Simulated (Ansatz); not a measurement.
Relaxation of CH5BN2O (10 atoms, charge 0, multiplicity 1), to a largest force component of 0.02 eV/Å in at most 50 steps.

Method: Ansatz 0.2.0, RKS PBE/def2-SVP.

```xyz
10
Properties=species:S:1:pos:R:3
N -0.380 1.389 0.739
C 0.260 0.579 1.411
O 0.508 -0.703 0.917
B 0.235 -1.232 -0.416
N -0.512 -0.378 -1.482
H -0.626 2.402 1.105
H 0.664 0.863 2.392
H -1.363 -0.418 -0.885
H 0.192 0.360 -1.722
H -0.695 -0.975 -2.273
```

Task: Where does it end, and by what steps?

Result: It converged. The force dipped under the threshold on the way, but the program's further checks kept it going. After 22 steps the energy has fallen by 1.519 eV; H9 moved furthest, 1.16 Å.

| step | energy less start (eV) | largest force component (eV/Å) | accepted |
| --- | --- | --- | --- |
| 0 | 0.0000 | 4.086 | yes |
| 1 | -1.0037 | 1.346 | yes |
| 2 | -1.2247 | 1.653 | yes |
| 3 | -1.2625 | 1.410 | yes |
| 4 | -1.3374 | 1.946 | yes |
| 5 | -1.4357 | 0.432 | yes |
| 6 | -1.4673 | 0.246 | yes |
| 7 | -1.4856 | 0.560 | yes |
| 8 | -1.5058 | 0.282 | yes |
| 9 | -1.4800 | 0.794 | no |
| 10 | -1.5118 | 0.279 | yes |
| 11 | -1.5157 | 0.087 | yes |
| 12 | -1.5158 | 0.073 | yes |
| 13 | -1.5159 | 0.134 | yes |
| 14 | -1.5167 | 0.054 | yes |
| 15 | -1.5173 | 0.023 | yes |
| 16 | -1.5181 | 0.028 | yes |
| 17 | -1.5182 | 0.094 | yes |
| 18 | -1.5185 | 0.034 | yes |
| 19 | -1.5186 | 0.013 | yes |
| 20 | -1.5187 | 0.015 | yes |
| 21 | -1.5188 | 0.040 | yes |
| 22 | -1.5188 | 0.016 | yes |

```xyz
10
Properties=species:S:1:pos:R:3
N -0.233 1.507 0.506
C 0.310 0.615 1.254
O 0.466 -0.680 0.930
B 0.161 -1.504 -0.198
N -0.609 -0.447 -1.306
H -0.234 2.423 0.977
H 0.719 0.818 2.270
H -1.536 -0.863 -1.485
H -0.678 0.556 -0.973
H -0.084 -0.537 -2.189
```

Whether the end is a true minimum wasn't checked by a vibrational analysis.

Run time: 67 s on 2 threads of Arm Neoverse N1, with other jobs on the host, peak memory 0.15 GiB.
